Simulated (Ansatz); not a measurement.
A nudged elastic band was laid between two geometries of CH$_{3}$BOSe (7 atoms, charge 0, multiplicity 1).

Method: RKS B3LYP/def2-mTZVP in Ansatz.

```json
{
  "movable images": "9",
  "climbing image": "yes",
  "spring": "5.0 eV/Å²",
  "optimiser": "fire",
  "start path": "through a guess of the saddle point",
  "force threshold": "0.03 eV/Å",
  "iteration limit": "60",
  "end points": "relaxed"
}
```

Initial state:

```xyz
7
Properties=species:S:1:pos:R:3
O -1.039 1.237 -0.691
B -0.391 0.170 -0.197
C 0.927 -0.240 0.434
Se -0.521 -1.719 0.149
H -1.930 1.049 -1.019
H 1.137 -0.075 1.485
H 1.816 -0.423 -0.160
```

Final state:

```xyz
7
Properties=species:S:1:pos:R:3
O -1.476 0.745 -0.767
B -0.570 -0.082 -0.218
C 0.826 -0.206 0.385
Se -0.351 -1.922 0.260
H -1.181 1.664 -0.840
H 1.037 0.076 1.411
H 1.716 -0.277 -0.231
```

Q: What changes between the two ends?

A: No bond is made or broken. The dihedral H5–O1–B2–Se4 goes from 0 to -180°.

Q: Give the energies along the band, and the barrier.

A: The forces met the threshold. The highest image is number 5 of 0 to 10, 10.0 kcal/mol above the first end and 8.8 kcal/mol above the last; the last end lies 1.2 kcal/mol above the first. Another band between the same ends (9 images) ends at a top of the same energy, where a vibrational analysis finds 1 clearly imaginary mode.

```tsv
image	path coordinate (Å)	energy (kcal/mol)	dihedral H5–O1–B2–Se4 (°)
0	0.00	0.0	0
1	0.19	0.6	9
2	0.38	2.6	26
3	0.57	5.7	48
4	0.76	8.7	72
5	0.95	10.0	94
6	1.13	9.0	113
7	1.32	6.5	132
8	1.50	3.8	149
9	1.69	1.9	165
10	1.88	1.2	-180
```

Q: What is the geometry of the highest image?

A: 
```xyz
7
Properties=species:S:1:pos:R:3:forces:R:3
O -1.128 0.926 -1.035 0.00 0.00 0.01
B -0.409 0.012 -0.344 0.00 0.00 0.02
C 0.887 -0.230 0.424 0.00 0.00 0.00
Se -0.401 -1.847 0.144 0.00 0.00 0.00
H -1.779 1.474 -0.582 -0.01 0.00 -0.02
H 0.991 0.041 1.469 0.01 -0.02 0.00
H 1.839 -0.376 -0.076 -0.01 0.01 -0.01
```

The band took 42 iterations and about 26 core-minutes.

Run time: 14 min on 2 threads of AMD EPYC 7R43 64-Core Processor (Zen 3) (shared host), peak memory 0.26 GiB.
